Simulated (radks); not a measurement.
Charge is removed step by step from the 5d (averaged over the sub-levels emptied) level of Tl, starting from [Hg] 6p1. Calculated with a radial shooting solver on a logarithmic mesh with Libxc functionals: Dirac Kohn-Sham, PBE, spin-unpolarised, spherical densities, finite nucleus; open shells are shared between the two j in proportion to 2j + 1; Fermi nuclear charge, rms radius 5.4759 fm.

| removed (e) | E - E(0) (eV) | eigenvalue (eV) | E minus straight line (eV) |
|---|---|---|---|
| 0 | 0.000 | -15.464 | 0.000 |
| 0.1 | 1.600 | -16.545 | -0.521 |
| 0.2 | 3.310 | -17.654 | -0.933 |
| 0.3 | 5.132 | -18.790 | -1.232 |
| 0.4 | 7.069 | -19.948 | -1.416 |
| 0.5 | 9.122 | -21.128 | -1.484 |
| 0.6 | 11.295 | -22.328 | -1.432 |
| 0.7 | 13.588 | -23.546 | -1.260 |
| 0.8 | 16.005 | -24.782 | -0.965 |
| 0.9 | 18.545 | -26.035 | -0.546 |
| 1 | 21.212 | -27.304 | 0.000 |

Removing the whole electron costs 21.212 eV by Delta-SCF, against 15.464 eV from minus the eigenvalue at the starting occupation. Slater's transition state (half an electron removed) gives 21.128 eV. Integrating minus the eigenvalue over the occupation (Janak's theorem) gives 21.212 eV. The mean slope of the eigenvalue, de/dn, is 11.8 eV per electron.
